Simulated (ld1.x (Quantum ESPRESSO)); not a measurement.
## phosphorus (P): one change to a TM potential, before and after

- Element: phosphorus
- Generator: ld1.x (Quantum ESPRESSO) 7.5
- Type: norm-conserving Troullier–Martins (Kleinman–Bylander form)
- Functional: LDA (PZ)
- Relativity: scalar-relativistic
- Frozen core: [Ne]
- Valence charge: 5
- Reference configuration: 3s1.5 3p3.5
- Partial waves: 3p (bound): rc 1.70 bohr; 3s (bound): rc 1.70 bohr
- Local potential: the s channel
- Core correction: none

Change: wave 3p (bound): rc 1.70 bohr becomes 3p (bound): rc 1.16 bohr.

Cutoffs: the cutoffs (Ry, on a coarse ladder) from which the occupation-weighted sum of valence levels, in a spherical-Bessel basis at the reference potential, stays within 10 and 1 mRy of its value at 400 Ry; they do not see the model core or the augmentation charge, which bear on the density cutoff. Errors are all-electron minus pseudo energies relative to the spin-unpolarised reference configuration.

Question: Predict the effect on cutoff, ghosts and configuration errors.

Answer: The potential gets harder (18 Ry and 45 Ry → 90 Ry and 110 Ry); of the 9 tests that both files solve, the error grows in 5 and shrinks in 0 by more than 15 % and 0.3 meV (median size 3.0 → 5.3 meV); the range in which the p phases agree narrows (upper end 4.7 → 3.3); neither file shows a bound ghost. A smaller radius makes the pseudo-wave follow the all-electron one further in, where it bends more sharply, so more plane waves are needed. That the errors move this way runs against the usual rule that smaller radii transfer better.

| quantity | base | changed |
| --- | --- | --- |
| cutoff, loose | 18 Ry | 90 Ry |
| cutoff, tight | 45 Ry | 110 Ry |
| loose cutoff by channel (10 mRy a level) | p 8 Ry, s 18 Ry | p 80 Ry, s 18 Ry |
| bound ghosts | none | none |
| error for 3s2 3p3, meV [ΔE -4.23 eV] | +0.7 | +2.4 |
| error for 3s2 3p2, meV [ΔE 5.59 eV] | +3.0 | +5.3 |
| error for 3s2 3p1, meV [ΔE 24.84 eV] | +33 | +33 |
| error for 3s1 3p4, meV [ΔE 4.27 eV] | +0.5 | +2.0 |
| error for 3s2 3p0, meV [ΔE 54.74 eV] | +140 | +122 |
| error for 3s2 3p2.5, meV [ΔE -0.41 eV] | +0.4 | +2.3 |
| error for 3s2 3p3.3, meV [ΔE -5.57 eV] | +1.4 | +3.0 |
| error for 3s1.5 3p3.5 (spin-polarised), meV [ΔE -1.62 eV] | +170 | +166 |
| error for 3s2 3p3 (spin-polarised), meV [ΔE -5.74 eV] | +121 | +122 |
| s: phases at 1.84 bohr within 0.05 rad from the reference energy up to (Ry; the scan ends near 5) | 4.1 | 4.1 |
| p: phases at 1.84 bohr within 0.05 rad from the reference energy up to (Ry; the scan ends near 5) | 4.7 | 3.3 |
